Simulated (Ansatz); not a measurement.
Cost and result up the ladder for Mo₃P₃ (6 atoms). Total charge 0; doublet. Geometry: PBE0-D4/def2-SVP.

```xyz
6

Mo    0.4713   -0.4287    1.3914
Mo    1.2682   -0.6287   -0.5832
Mo   -0.5393    1.1195   -0.3284
P     1.7345    1.4463    0.5516
P    -1.8795   -0.6525    0.5047
P    -1.0552   -0.8558   -1.5361
```

Ansatz on 4 threads of AMD EPYC 7R43 on a shared host. Times are rough, and most runs start from the orbitals of an earlier one. PBE0-D4/def2-TZVPD serves as the yardstick here, not as an exact answer. Differences are given only for rows in sets of like size (and for xTB, whose basis is part of the method), since another set adds its own error. Binding counts from free atoms at the same level (Mo septet, P quartet; other spins of the atoms weren't run), without zero-point energy or a counterpoise term.

In the def2 sets Mo takes a core potential; there is no spin–orbit coupling. LC-ωPBE has ω = 0.4 bohr⁻¹. Correlated methods freeze 15 core orbitals; core or outer-core shells of Mo are correlated, in sets that lack core-valence functions. The structure comes from a short search, and lower isomers may exist.

Run but left out: HF/STO-3G, HF/def2-TZVP, MP2/def2-TZVP (⟨S²⟩ 4.20 to 4.62, where a pure state has 0.75).

Correlated methods converge slowly with the basis.

```json
{"level": "PBE-D4/def2-SVP", "functions": "147", "wall time": "12 s", "binding energy per atom (eV)": "3.49", "difference from PBE0-D4/def2-TZVPD (eV)": "–", "remarks": "–"}
{"level": "PBE-D4/def2-TZVP", "functions": "231", "wall time": "20 s", "binding energy per atom (eV)": "3.55", "difference from PBE0-D4/def2-TZVPD (eV)": "0.63", "remarks": "–"}
{"level": "PBE-D4/def2-TZVPD", "functions": "249", "wall time": "23 s", "binding energy per atom (eV)": "3.55", "difference from PBE0-D4/def2-TZVPD (eV)": "0.63", "remarks": "–"}
{"level": "PBE0-D4/def2-SVP", "functions": "147", "wall time": "26 s", "binding energy per atom (eV)": "2.84", "difference from PBE0-D4/def2-TZVPD (eV)": "–", "remarks": "–"}
{"level": "RPA@PBE/def2-TZVP", "functions": "231", "wall time": "36 s", "binding energy per atom (eV)": "2.94", "difference from PBE0-D4/def2-TZVPD (eV)": "0.02", "remarks": "–"}
{"level": "r2SCAN-D4/def2-TZVP", "functions": "231", "wall time": "58 s", "binding energy per atom (eV)": "2.97", "difference from PBE0-D4/def2-TZVPD (eV)": "0.04", "remarks": "–"}
{"level": "r2SCAN-D4/def2-TZVPD", "functions": "249", "wall time": "65 s", "binding energy per atom (eV)": "2.97", "difference from PBE0-D4/def2-TZVPD (eV)": "0.05", "remarks": "–"}
{"level": "PBE0-D4/def2-TZVP (with forces)", "functions": "231", "wall time": "96 s", "binding energy per atom (eV)": "2.92", "difference from PBE0-D4/def2-TZVPD (eV)": "0.00", "remarks": "–"}
{"level": "LC-ωPBE/def2-TZVP", "functions": "231", "wall time": "1.7 min", "binding energy per atom (eV)": "2.45", "difference from PBE0-D4/def2-TZVPD (eV)": "-0.47", "remarks": "spin-contaminated (⟨S²⟩ 0.89)"}
{"level": "PBE0-D4/def2-TZVPD", "functions": "249", "wall time": "2.9 min", "binding energy per atom (eV)": "2.92", "difference from PBE0-D4/def2-TZVPD (eV)": "0.00", "remarks": "–"}
```
